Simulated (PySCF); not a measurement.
A structure optimised at ωB97X-D3(BJ)/def2-SVP, used in a PySCF frequency run:

```xyz
9

O      0.7859     1.9517     0.0000
Si     0.5273     0.3238     0.0000
Cl     1.4186    -0.5342    -1.6517
Cl     1.4186    -0.5342     1.6517
Ge    -1.7747    -0.1126     0.0000
H      1.6954     2.2726     0.0000
H     -2.4171     0.4896     1.2556
H     -1.9739    -1.6333     0.0000
H     -2.4171     0.4896    -1.2556
```
Charge 0, spin multiplicity 1.

Task: Write its SMILES, formula and point group.

Result: O[Si](Cl)(Cl)[GeH3], Cl2GeH4OSi, Cs

Task: What are its rotational constants (standard atomic weights)?

Result: 1.7437, 1.0090, 0.83640 GHz
